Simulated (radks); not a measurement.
The numbers below are computed, except where a source is named.
Coulomb parameter of the 3d shell of the copper ion Cu2+ in the model configuration [Ar] 3d8 4p1, as a second difference U = [E(n + 0.5) + E(n - 0.5) - 2 E(n)] / (0.5)^2 with all orbitals relaxed. "Bare": the charge of the atom changes with n. "Screened": the 4p shell takes up the change at fixed total charge, which measures U(3d,3d) + U(4p,4p) - 2 U(3d,4p). Level of theory: Dirac Kohn-Sham, PBE, spin-unpolarised, spherical densities, finite nucleus; open shells are shared between the two j in proportion to 2j + 1; Fermi nuclear charge, rms radius 3.8823 fm (a radial shooting solver on a logarithmic mesh with Libxc functionals).

[
 {"case": "start", "configuration": "[Ar] 3d8 4p1", "E - E(n) (eV)": "0.000"},
 {"case": "bare +0.5", "configuration": "[Ar] 3d8.5 4p1", "E - E(n) (eV)": "-16.661"},
 {"case": "bare -0.5", "configuration": "[Ar] 3d7.5 4p1", "E - E(n) (eV)": "21.415"},
 {"case": "screened +0.5", "configuration": "[Ar] 3d8.5 4p0.5", "E - E(n) (eV)": "-9.268"},
 {"case": "screened -0.5", "configuration": "[Ar] 3d7.5 4p1.5", "E - E(n) (eV)": "10.842"}
]

U(bare) = 19.018 eV, U(screened by 4p) = 6.299 eV.
